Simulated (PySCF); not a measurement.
H4OSiZn (SMILES [OH][Zn][SiH3]), singlet, geometry from GFN2-xTB (such geometries of metal compounds can be far from the true shape), atoms displaced at random by about 0.08 Å a coordinate; TPSS/STO-3G, gradient (PySCF).

Input for PySCF:
```python
from pyscf import gto, scf, dft

mol = gto.Mole()
mol.atom = '''
    Zn    0.021251    0.096504   -0.523815
    O    -0.213810    2.008959   -0.683832
    H    -0.388957    2.629122   -1.093296
    Si    0.263460   -1.465650    1.146230
    H     0.399372   -2.760214    0.720023
    H    -0.748805   -1.316538    2.249910
    H     1.534196   -1.119341    1.930747
'''
mol.basis = 'sto-3g'
mol.charge = 0
mol.spin = 0
mol.verbose = 4
mol.build()

mf = dft.RKS(mol)
mf.xc = 'tpss'
mf.kernel()
g = mf.nuc_grad_method()
grad = g.kernel()
```

It wrote (shortened):

```
PySCF version 2.14.0

[INPUT] verbose = 4
[INPUT] num. atoms = 7
[INPUT] num. electrons = 56
[INPUT] charge = 0
[INPUT] spin (= nelec alpha-beta = 2S) = 0
[INPUT] symmetry False subgroup None
[INPUT] Mole.unit = angstrom
[INPUT] Symbol           X                Y                Z      unit          X                Y                Z       unit  Magmom
[INPUT]  1 Zn     0.021251000000   0.096504000000  -0.523815000000 AA    0.040158569873   0.182366129925  -0.989866889939 Bohr   0.0
[INPUT]  2 O     -0.213810000000   2.008959000000  -0.683832000000 AA   -0.404042342693   3.796382305480  -1.292255195214 Bohr   0.0
[INPUT]  3 H     -0.388957000000   2.629122000000  -1.093296000000 AA   -0.735022204232   4.968320528069  -2.066030013082 Bohr   0.0
[INPUT]  4 Si     0.263460000000  -1.465650000000   1.146230000000 AA    0.497867244778  -2.769677094469   2.166060775760 Bohr   0.0
[INPUT]  5 H      0.399372000000  -2.760214000000   0.720023000000 AA    0.754703701820  -5.216048505190   1.360646273388 Bohr   0.0
[INPUT]  6 H     -0.748805000000  -1.316538000000   2.249910000000 AA   -1.415036370705  -2.487896252583   4.251713704920 Bohr   0.0
[INPUT]  7 H      1.534196000000  -1.119341000000   1.930747000000 AA    2.899210261403  -2.115247929997   3.648583045826 Bohr   0.0

nuclear repulsion = 224.441318299974
number of shells = 20
number of NR pGTOs = 108
number of NR cGTOs = 36
basis = sto-3g
ecp = {}

******** <class 'pyscf.dft.rks.RKS'> ********
method = RKS
initial guess = minao
damping factor = 0
level_shift factor = 0
DIIS = <class 'pyscf.scf.diis.CDIIS'>
diis_start_cycle = 1
diis_space = 8
diis_damp = 0
SCF conv_tol = 1e-09
SCF conv_tol_grad = None
SCF max_cycles = 50
direct_scf = True
direct_scf_tol = 1e-13
XC library pyscf.dft.libxc version 7.1.2
    S. Lehtola, C. Steigemann, M. J. T. Oliveira, and M. A. L. Marques,  SoftwareX 7, 1–5 (2018)
XC functionals = tpss
    J. Tao, J. P. Perdew, V. N. Staroverov, and G. E. Scuseria,  Phys. Rev. Lett. 91, 146401 (2003)
    J. P. Perdew, J. Tao, V. N. Staroverov, and G. E. Scuseria,  J. Chem. Phys. 120, 6898 (2004)
    J. Tao, J. P. Perdew, V. N. Staroverov, and G. E. Scuseria,  Phys. Rev. Lett. 91, 146401 (2003)
    J. P. Perdew, J. Tao, V. N. Staroverov, and G. E. Scuseria,  J. Chem. Phys. 120, 6898 (2004)
radial grids:
    Treutler-Ahlrichs [JCP 102, 346 (1995); DOI:10.1063/1.469408] (M4) radial grids

becke partition: Becke, JCP 88, 2547 (1988); DOI:10.1063/1.454033
pruning grids: <function nwchem_prune>
grids dens level: 3
symmetrized grids: False
atomic radii adjust function: <function treutler_atomic_radii_adjust>
small_rho_cutoff = 0
Set gradient conv threshold to 3.16228e-05
Initial guess from minao.
tot grids = 93136
init E= -2119.35058148523
  HOMO = 0.00529797152915734  LUMO = 0.0473246762433096  gap/eV = 1.14360
cycle= 1 E= -2098.41167546932  delta_E= 20.9  |g|= 7.74  |ddm|= 8.23
  HOMO = 0.0271171144382917  LUMO = 0.0321595186306814  gap/eV = 0.13721
cycle= 2 E= -2111.8288614272  delta_E= -13.4  |g|= 1.54  |ddm|= 7.92
  HOMO = 0.857793281503796  LUMO = 1.10784162328928  gap/eV = 6.80416
cycle= 3 E= -2072.6070770562  delta_E= 39.2  |g|= 7.38  |ddm|=   15
  HOMO = 0.745092392926119  LUMO = 0.936575357660375  gap/eV = 5.21052
cycle= 4 E= -2073.84522211135  delta_E= -1.24  |g|= 6.24  |ddm|= 0.668
  HOMO = 0.607212869708888  LUMO = 0.617942336336512  gap/eV = 0.29196
cycle= 5 E= -2080.6926353049  delta_E= -6.85  |g|= 4.13  |ddm|= 8.14
  HOMO = 0.37942807959161  LUMO = 0.384640294977257  gap/eV = 0.14183
cycle= 6 E= -2093.35026832695  delta_E= -12.7  |g|= 5.01  |ddm|= 3.54
  HOMO = 0.457611845960934  LUMO = 0.460285129911206  gap/eV = 0.07274
cycle= 7 E= -2092.59618823857  delta_E= 0.754  |g|= 4.66  |ddm|=  0.6
  HOMO = 0.421186709459408  LUMO = 0.422973515677016  gap/eV = 0.04862
cycle= 8 E= -2093.06517661247  delta_E= -0.469  |g|= 4.71  |ddm|= 2.39
  HOMO = 0.454468176814851  LUMO = 0.458789216048843  gap/eV = 0.11758
cycle= 9 E= -2092.42096283815  delta_E= 0.644  |g|= 4.94  |ddm|= 2.71
  HOMO = 0.376052426828883  LUMO = 0.379516357206248  gap/eV = 0.09426
cycle= 10 E= -2093.41288963103  delta_E= -0.992  |g|= 5.04  |ddm|= 1.35
  HOMO = -0.631053444885494  LUMO = 0.249518916505834  gap/eV = 23.96159
cycle= 11 E= -2107.72877231716  delta_E= -14.3  |g|= 2.13  |ddm|= 12.3
  HOMO = 0.357505850721661  LUMO = 0.362452268477322  gap/eV = 0.13460
cycle= 12 E= -2101.80832145845  delta_E= 5.92  |g|= 3.23  |ddm|= 12.6
  HOMO = 0.37360003186254  LUMO = 0.400892806115959  gap/eV = 0.74267
cycle= 13 E= -2084.00408998026  delta_E= 17.8  |g|= 5.82  |ddm|= 7.17
  HOMO = 0.432118646672172  LUMO = 0.451047421318623  gap/eV = 0.51508
cycle= 14 E= -2082.09456619842  delta_E= 1.91  |g|= 4.91  |ddm|=  1.4
  HOMO = 0.413752651927083  LUMO = 0.435409551011344  gap/eV = 0.58931
cycle= 15 E= -2082.45071835952  delta_E= -0.356  |g|= 5.07  |ddm|= 0.265
  HOMO = 0.41619637604535  LUMO = 0.437685923666719  gap/eV = 0.58476
cycle= 16 E= -2082.38027046495  delta_E= 0.0704  |g|= 5.03  |ddm|= 0.0533
  HOMO = 0.415140983779626  LUMO = 0.435808190899822  gap/eV = 0.56238
cycle= 17 E= -2082.42841135386  delta_E= -0.0481  |g|= 5.06  |ddm|= 0.223
  HOMO = 0.414272655446463  LUMO = 0.43455410299813  gap/eV = 0.55189
cycle= 18 E= -2082.47198276101  delta_E= -0.0436  |g|= 5.07  |ddm|= 0.0772
  HOMO = 0.421824518968881  LUMO = 0.43744506680871  gap/eV = 0.42506
cycle= 19 E= -2082.35948225606  delta_E= 0.113  |g|= 5.04  |ddm|= 0.237
  HOMO = -0.74708304817783  LUMO = -0.667169102849531  gap/eV = 2.17457
cycle= 20 E= -2104.72446521539  delta_E= -22.4  |g|= 2.41  |ddm|= 14.3
  HOMO = -0.171426113849378  LUMO = 0.198952909374633  gap/eV = 10.07853
cycle= 21 E= -2092.72745062154  delta_E=   12  |g|= 1.91  |ddm|= 15.5
  HOMO = 0.344036853613045  LUMO = 0.35263880649543  gap/eV = 0.23407
cycle= 22 E= -2111.47021643604  delta_E= -18.7  |g|= 1.27  |ddm|= 15.4
  HOMO = -0.193676618748424  LUMO = -0.0765447214191456  gap/eV = 3.18732
cycle= 23 E= -2119.83934601055  delta_E= -8.37  |g|= 1.25  |ddm|= 10.1
  HOMO = -0.103587516206307  LUMO = -0.0261696994778452  gap/eV = 2.10665
cycle= 24 E= -2118.10266614044  delta_E= 1.74  |g|= 2.82  |ddm|=  3.1
  HOMO = -0.0840280348773311  LUMO = -0.0133304794612367  gap/eV = 1.92378
cycle= 25 E= -2118.45774860283  delta_E= -0.355  |g|= 2.66  |ddm|= 0.348
  HOMO = -0.0431800139791051  LUMO = 0.104585175997138  gap/eV = 4.02090
cycle= 26 E= -2114.31093797738  delta_E= 4.15  |g|= 3.29  |ddm|=  2.5
  HOMO = -0.0324640768292812  LUMO = 0.104721647911116  gap/eV = 3.73301
cycle= 27 E= -2114.27069009757  delta_E= 0.0402  |g|= 3.29  |ddm|= 0.276
  HOMO = 0.153729474125123  LUMO = 0.164289167601103  gap/eV = 0.28734
cycle= 28 E= -2113.51278480226  delta_E= 0.758  |g|= 4.57  |ddm|= 6.38
  HOMO = 0.0306950642830485  LUMO = 0.124327169508211  gap/eV = 2.54786
cycle= 29 E= -2115.8112234658  delta_E= -2.3  |g|= 3.29  |ddm|= 5.79
  HOMO = 0.0165298306679424  LUMO = 0.0255711815334625  gap/eV = 0.24603
cycle= 30 E= -2108.02053074014  delta_E= 7.79  |g|= 3.55  |ddm|= 6.99
  HOMO = 0.344373916781535  LUMO = 0.422708357532749  gap/eV = 2.13159
cycle= 31 E= -2088.1861404759  delta_E= 19.8  |g|= 4.34  |ddm|=  7.8
  HOMO = -0.113333785902601  LUMO = -0.0607690222189987  gap/eV = 1.43036
cycle= 32 E= -2119.84128910555  delta_E= -31.7  |g|= 1.41  |ddm|= 10.3
  HOMO = 0.19514914698336  LUMO = 0.202786503047161  gap/eV = 0.20782
cycle= 33 E= -2114.42687823987  delta_E= 5.41  |g|= 3.24  |ddm|= 5.68
  HOMO = 0.126221848906484  LUMO = 0.127874483907167  gap/eV = 0.04497
cycle= 34 E= -2115.9140248334  delta_E= -1.49  |g|= 3.28  |ddm|= 3.61
  HOMO = 0.137532195079868  LUMO = 0.143561194052042  gap/eV = 0.16406
cycle= 35 E= -2115.73577482706  delta_E= 0.178  |g|= 3.23  |ddm|= 3.62
  HOMO = 0.116391704918162  LUMO = 0.12083929190498  gap/eV = 0.12103
cycle= 36 E= -2116.42581403234  delta_E= -0.69  |g|= 3.07  |ddm|= 0.572
  HOMO = 0.0467163768085138  LUMO = 0.0539394451940794  gap/eV = 0.19655
cycle= 37 E= -2120.28799145013  delta_E= -3.86  |g|=  1.6  |ddm|= 4.21
  HOMO = 0.0396484967103474  LUMO = 0.042756541296068  gap/eV = 0.08457
cycle= 38 E= -2120.25189775707  delta_E= 0.0361  |g|= 1.64  |ddm|= 3.38
  HOMO = -0.00949909777231639  LUMO = 0.120243793654836  gap/eV = 3.53048
cycle= 39 E= -2115.49373537684  delta_E= 4.76  |g|= 3.46  |ddm|=  4.1
  HOMO = 0.112366903535563  LUMO = 0.121958356720926  gap/eV = 0.26100
cycle= 40 E= -2116.4973528564  delta_E=   -1  |g|= 3.18  |ddm|= 4.78
  HOMO = -0.174037285632488  LUMO = -0.0473431046853002  gap/eV = 3.44752
cycle= 41 E= -2119.93627427491  delta_E= -3.44  |g|= 1.17  |ddm|= 5.35
  HOMO = 0.280691284415285  LUMO = 0.299888374324577  gap/eV = 0.52238
cycle= 42 E= -2106.56302127151  delta_E= 13.4  |g|= 7.14  |ddm|=  7.4
  HOMO = 0.272770688398841  LUMO = 0.297146370089636  gap/eV = 0.66330
cycle= 43 E= -2107.90719879707  delta_E= -1.34  |g|= 7.04  |ddm|= 1.22
  HOMO = 0.243496306179633  LUMO = 0.264228248877816  gap/eV = 0.56414
cycle= 44 E= -2112.97830149554  delta_E= -5.07  |g|= 4.49  |ddm|= 2.41
  HOMO = 0.239343438690748  LUMO = 0.262195716291003  gap/eV = 0.62184
cycle= 45 E= -2113.65072468485  delta_E= -0.672  |g|= 3.86  |ddm|= 2.53
  HOMO = 0.218629070248627  LUMO = 0.23010704091407  gap/eV = 0.31233
cycle= 46 E= -2113.98173393655  delta_E= -0.331  |g|= 3.28  |ddm|= 2.82
  HOMO = 0.313874023724234  LUMO = 0.337540923347874  gap/eV = 0.64401
cycle= 47 E= -2091.48304412399  delta_E= 22.5  |g|= 7.29  |ddm|= 7.77
  HOMO = 0.307798416532657  LUMO = 0.315201806712144  gap/eV = 0.20146
cycle= 48 E= -2094.98525425134  delta_E= -3.5  |g|= 8.48  |ddm|= 5.31
  HOMO = 0.288978146638424  LUMO = 0.29342766744271  gap/eV = 0.12108
cycle= 49 E= -2098.64628392639  delta_E= -3.66  |g|= 7.81  |ddm|= 1.88
  HOMO = -0.301419801710679  LUMO = -0.0134713852084378  gap/eV = 7.83548
cycle= 50 E= -2111.38308033902  delta_E= -12.7  |g|= 3.03  |ddm|= 10.4
SCF not converged.
SCF energy = -2111.38308033902

WARN: Ground state RKS not converged

******** <class 'pyscf.grad.rks.Gradients'> for <class 'pyscf.dft.rks.RKS'> ********
unit = Eh/Bohr
grid_response = False
--------------- RKS gradients ---------------
         x                y                z
0 Zn     0.1405694534    -1.2541630717    -0.1574817884
1 O    -0.2584127052     1.7408606567    -0.3140485008
2 H     0.0970149212    -0.3403911371     0.2561365290
3 Si     0.0298495776    -0.2388319446     0.2420280686
4 H    -0.0083763501     0.1002314582     0.0310814552
5 H     0.0284279653    -0.0018148726    -0.0337468296
6 H    -0.0290882607    -0.0059489913    -0.0239825896
----------------------------------------------
```

Convergence was not reached.
